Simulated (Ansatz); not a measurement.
```xyz
14

C     1.123    1.141   -1.075
Si   -0.099   -0.218   -0.626
Si   -1.983    0.695    0.435
B     0.656   -1.621    0.618
O     1.817   -1.357    1.263
H     0.660    1.901   -1.708
H     1.496    1.628   -0.171
H     1.980    0.725   -1.609
H    -0.610   -0.885   -1.863
H    -1.596    1.362    1.710
H    -2.649    1.713   -0.425
H    -2.982   -0.362    0.759
H     0.090   -2.664    0.832
H     2.096   -2.059    1.859
```

The species carries charge 0 and has multiplicity 1.

List the B3LYP/def2-TZVPP orbital energies in eV (Ansatz 0.2.0). (An estimate is asked.)

Ansatz gave: Occupied: -1798.52, -1798.22, -521.53, -276.34, -184.26, -143.10, -142.82, -98.41, -98.41, -98.40, -98.14, -98.13, -98.10, -28.53, -19.01, -15.99, -14.83, -13.17, -12.53, -11.17, -11.10, -10.55, -10.24, -9.47, -9.37, -8.74, -7.90, -7.20. Lowest empty: -1.32, -0.09, 0.56, 0.74, 1.01, 1.47, 1.67, 2.03.

B3LYP here is the variant with VWN-RPA as its local correlation; programs differ in this.
